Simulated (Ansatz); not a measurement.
Species: sum formula SiNH₂F₃ (charge 0, singlet). SMILES: N[Si](F)(F)F
Coordinates optimised at B3LYP-D3(BJ)/def2-TZVP (Ansatz, a quantum-chemistry and plane-wave program):
```xyz
7

Si    -0.0079    -0.0020    -0.0019
F     -0.4568    -1.0187    -1.1308
F     -0.6660    -0.5298     1.3340
F     -0.6334     1.3917    -0.4052
N      1.6453     0.1665     0.2111
H      2.1931    -0.4923     0.7382
H      2.2061     0.7658    -0.3707
```
Charge 0, spin multiplicity 1.

Wanted: vertical triplet-singlet gap (E(triplet) - E(singlet); each state is the SCF solution reached for its spin), in eV. Cores are frozen in the correlated levels unless marked. UHF or UKS for open shells. Spin-orbit coupling is left out. Non-relativistic. 

```json
[
 {"level": "HF/aug-cc-pV(D+d)Z", "program": "Ansatz", "vertical triplet-singlet gap (eV)": "5.93"},
 {"level": "HF/aug-cc-pV(T+d)Z", "program": "Ansatz", "vertical triplet-singlet gap (eV)": "5.90"},
 {"level": "SVWN5/def2-TZVPD", "program": "Ansatz", "vertical triplet-singlet gap (eV)": "6.63"},
 {"level": "PBE/def2-TZVPD", "program": "Ansatz", "vertical triplet-singlet gap (eV)": "6.42"},
 {"level": "r2SCAN/def2-TZVPD", "program": "Ansatz", "vertical triplet-singlet gap (eV)": "6.49"},
 {"level": "B3LYP/def2-TZVPD", "program": "Ansatz", "vertical triplet-singlet gap (eV)": "6.58"},
 {"level": "PBE0/def2-TZVPD", "program": "Ansatz", "vertical triplet-singlet gap (eV)": "6.61"},
 {"level": "BHLYP/def2-TZVPD", "program": "Ansatz", "vertical triplet-singlet gap (eV)": "6.65"},
 {"level": "CAM-B3LYP/def2-TZVPD", "program": "Ansatz", "vertical triplet-singlet gap (eV)": "6.77"},
 {"level": "wB97M-V/def2-TZVPD", "program": "Ansatz", "vertical triplet-singlet gap (eV)": "6.90"},
 {"level": "wB97X-V/def2-TZVPD", "program": "Ansatz", "vertical triplet-singlet gap (eV)": "7.02"},
 {"level": "MP2/aug-cc-pV(D+d)Z", "program": "Ansatz", "vertical triplet-singlet gap (eV)": "6.88"},
 {"level": "SCS-MP2/aug-cc-pV(D+d)Z", "program": "Ansatz", "vertical triplet-singlet gap (eV)": "6.91"},
 {"level": "CCSD(T)/aug-cc-pV(D+d)Z", "program": "Ansatz", "vertical triplet-singlet gap (eV)": "6.69"}
]
```
